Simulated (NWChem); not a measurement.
System: SiH$_{3}$Cl; SMILES Cl[SiH3]

Input file for NWChem:

```
start job
memory heap 200 mb stack 900 mb global 1100 mb
geometry units angstroms noautosym nocenter noautoz
  Si     0.000000     0.000000    -0.959954
  Cl     0.000000     0.000000     1.107816
  H     -0.787225    -1.168593    -1.442037
  H      1.405643    -0.097461    -1.442037
  H     -0.618418     1.266053    -1.442037
end
basis spherical
  Si library def2-tzvp
  Cl library def2-tzvp
  H library def2-tzvp
end
dft
  xc xpbe96 cpbe96
  iterations 150
end
tddft
  cis
  ecut -98.0
  nroots 6
  notriplet
end
task tddft energy
```

All runs use the structure optimised with PBE0/def2-SVP.

Core excitations by TDA in a window of 1s orbitals, non-relativistic and unshifted: absolute energies depend strongly on the exact-exchange share.

**Question.** Predict the main results of this run. (PBE/def2-TZVP, restricted-window TDA.) Quantities: first 1s excitation (eV); dipole oscillator strength of the first.

**Answer.** 
| Item | Result |
|---|---|
| first 1s excitation (eV) | 2738.1 |
| dipole oscillator strength of the first | 0.0016 |
